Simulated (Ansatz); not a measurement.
Input file for C2H9InSe, SMILES `[CH3][InH-]([CH3])[SeH2+]`:

```yaml
crystal:
  periodic: [false, false, false]
  atoms:
    - {symbol: C, position_ang: [-1.308684, 1.557037, -0.766943]}
    - {symbol: In, position_ang: [-0.536571, -0.459082, -0.566174]}
    - {symbol: C, position_ang: [1.598408, -0.802165, -0.748088]}
    - {symbol: Se, position_ang: [-0.570452, -0.438556, 2.442762]}
    - {symbol: H, position_ang: [-0.608720, 2.290373, -0.361688]}
    - {symbol: H, position_ang: [-2.268922, 1.665710, -0.259784]}
    - {symbol: H, position_ang: [-1.461487, 1.789824, -1.823749]}
    - {symbol: H, position_ang: [-1.625156, -1.814799, -0.646647]}
    - {symbol: H, position_ang: [1.873516, -0.880061, -1.803032]}
    - {symbol: H, position_ang: [2.167407, 0.023321, -0.315332]}
    - {symbol: H, position_ang: [1.894844, -1.731411, -0.257864]}
    - {symbol: H, position_ang: [0.249166, -1.651194, 2.555807]}
    - {symbol: H, position_ang: [0.617048, 0.416404, 2.565632]}
basis:
  gaussian: {orbitals: def2-SVP}
correlation: {method: ccsd_t}
```

```sh
$ ansatz run in.yaml --threads 4 --pin off --events-out ev --progress --plain --max-ram 11315MiB
```

Output of Ansatz, abridged:

```
Functional definition: HF
1408 factors; integrals over basis functions are off by at most 1.3e-3 eV
mean field evaluation 1: about -72640.9386 eV, gradient 3.4e1 eV
mean field evaluation 2: about -72641.0115 eV, gradient 3.3e1 eV
mean field evaluation 4: about -72644.4411 eV, gradient 2.8e0 eV
mean field evaluation 8: about -72644.4851 eV, gradient 1.4e-1 eV
mean field evaluation 16: about -72644.4069 eV, gradient 4.5e-1 eV
mean field -72644.48524546 eV, -2669.6355925701 hartree, gradient 5.9e-6 eV, S^2 0.000000; 0 other end points of the search recorded, 0 dependent functions left out
15 core orbitals not correlated: weight in the atoms' cores, before any rotation towards them, 1.000 or more for the frozen orbitals, at most 0.000 for the correlated occupied ones
reference -72644.48524546 eV, -2669.6355925701 hartree; 23, 23 occupied and 93, 93 virtual orbitals, 1408 factors
second order -17.64348971 eV of doubles, -0.00000000 eV of singles
cycle   1  -18.57280872 eV  change   -9.3e-1 eV  update   9.2e-2
cycle   2  -19.13034909 eV  change   -5.6e-1 eV  update   2.9e-2
cycle   3  -19.18462206 eV  change   -5.4e-2 eV  update   9.8e-3
cycle   4  -19.18605992 eV  change   -1.4e-3 eV  update   2.6e-3
cycle   5  -19.18574839 eV  change    3.1e-4 eV  update   7.4e-4
cycle   6  -19.18540351 eV  change    3.4e-4 eV  update   2.5e-4
cycle   7  -19.18541548 eV  change   -1.2e-5 eV  update   7.9e-5
cycle   8  -19.18542918 eV  change   -1.4e-5 eV  update   2.7e-5
perturbative correction -0.52397700 eV, -0.0192557994 hartree
Total energy: -72664.19465164 eV, -2670.3598998875 hartree
```

It took 24 s on 4 threads of an Arm Neoverse V1 on a shared host, with 0.95 GiB of host memory at the peak.

The correlation energy is -19.709 eV, 2.7 % of it from (T); the T1 diagnostic reads 0.0081.
